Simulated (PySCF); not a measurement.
**Radial density of Ce³¹⁺ (cerium, charge +31)**

UHF, [Ar] 3d9, 2D determinant. Calculation: PySCF 2.14, in an uncontracted even-tempered set (18 s from 4.4 bohr⁻², ratio 2.5; 13 p from 5.7 bohr⁻², ratio 2.5; 8 d from 5.7 bohr⁻², ratio 2.5; 4 f from 27 bohr⁻², ratio 2.7; 3 g from 41 bohr⁻², ratio 2.7); the spin-free X2C one-electron Hamiltonian (Gaussian nucleus).

| r (bohr) | 4πr²ρ (e/bohr) | 4πr²(ρα − ρβ) |
| --- | --- | --- |
| 0.0273 | 67.82 | 0.0082 |
| 0.0459 | 74.51 | 0.0990 |
| 0.0772 | 97.73 | 0.7414 |
| 0.130 | 68.48 | 2.9233 |
| 0.218 | 76.23 | 4.3512 |
| 0.367 | 29.60 | 1.3706 |
| 0.618 | 0.6893 | 0.0334 |
| 1.04 | 0.0006336 | 0.0000 |

Densities and radii are taken from the X2C orbitals without a picture-change correction, which distorts them close to the nucleus.

Spin-orbit coupling, absent here, splits the open shell strongly.
